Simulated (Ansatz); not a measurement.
Geometry optimisation of NaPb₂⁻.

```yaml
crystal:
  periodic: [false, false, false]
  atoms:
    - {symbol: Na, position_ang: [-0.448730, -1.576310, 0.334850]}
    - {symbol: Pb, position_ang: [-0.671890, 0.810710, -1.250640]}
    - {symbol: Pb, position_ang: [1.120630, 0.765600, 0.915790]}
basis:
  gaussian: {orbitals: def2-TZVPD}
total_charge: -1
hamiltonian: {xc: {name: B3LYP}, dispersion: d4}
scf: {lower_state_search: "off"}
output: {orbitals: {seedname: orbitals}}
relax: {f_tol: 0.02, max_steps: 100}
```

```sh
$ ansatz run in.yaml --threads 4 --pin off --events-out ev --progress --plain --max-ram 3916MiB
```

Shortened log:

```
Functional definition: B3LYP
mean field -14919.67267143 eV, -548.2878577577 hartree, gradient 1.8e-6 eV, S^2 0.000000; 0 other end points of the search recorded, 0 dependent functions left out
relax step   1: F+E_penalty+E_count = -14919.81596117 eV  Δ(F+E_penalty+E_count) = +0.000e0 eV  max|allowed force component| = 7.755e-1 eV/Å  Δτ_max = 0.0000 Å  (18 SCF iters, accepted)
mean field -14919.75322253 eV, -548.2908179562 hartree, gradient 2.4e-6 eV, S^2 0.000000; 0 other end points of the search recorded, 0 dependent functions left out
relax step   2: F+E_penalty+E_count = -14919.89621111 eV  Δ(F+E_penalty+E_count) = -8.025e-2 eV  max|allowed force component| = 2.928e-1 eV/Å  Δτ_max = 0.0959 Å  (24 SCF iters, accepted)
mean field -14919.76987394 eV, -548.2914298841 hartree, gradient 1.5e-6 eV, S^2 0.000000; 0 other end points of the search recorded, 0 dependent functions left out
relax step   3: F+E_penalty+E_count = -14919.91269316 eV  Δ(F+E_penalty+E_count) = -1.648e-2 eV  max|allowed force component| = 7.115e-2 eV/Å  Δτ_max = 0.0589 Å  (26 SCF iters, accepted)
mean field -14919.76999566 eV, -548.2914343572 hartree, gradient 1.5e-6 eV, S^2 0.000000; 0 other end points of the search recorded, 0 dependent functions left out
relax step   4: F+E_penalty+E_count = -14919.91271354 eV  Δ(F+E_penalty+E_count) = -2.038e-5 eV  max|allowed force component| = 1.049e-1 eV/Å  Δτ_max = 0.0243 Å  (25 SCF iters, accepted)
mean field -14919.77122111 eV, -548.2914793916 hartree, gradient 1.6e-6 eV, S^2 0.000000; 0 other end points of the search recorded, 0 dependent functions left out
relax step   5: F+E_penalty+E_count = -14919.91397540 eV  Δ(F+E_penalty+E_count) = -1.262e-3 eV  max|allowed force component| = 2.523e-3 eV/Å  Δτ_max = 0.0090 Å  (27 SCF iters, accepted)
Total energy: -14919.91417010 eV, -548.2967326702 hartree
Atom 0 at    -0.495083    -1.742036     0.371040 Å, force     0.000035    -0.000252     0.000181 eV/Å
Atom 1 at    -0.650286     0.894721    -1.271248 Å, force     0.002064     0.000226     0.002341 eV/Å
Atom 2 at     1.145379     0.847315     0.900208 Å, force    -0.002100     0.000025    -0.002523 eV/Å
Dipole moment:    -0.075686    -0.266419     0.056782 e Å
Checks for a lower state left out: stability, starts, cluster_reference, orbital_swaps, neighbouring_geometries, increment
```

Run time 10 s (4 threads of Arm Neoverse V2 on a shared host).

In the def2 sets Pb takes a core potential; there is no spin–orbit coupling. The structure comes from a short search, and lower isomers may exist.
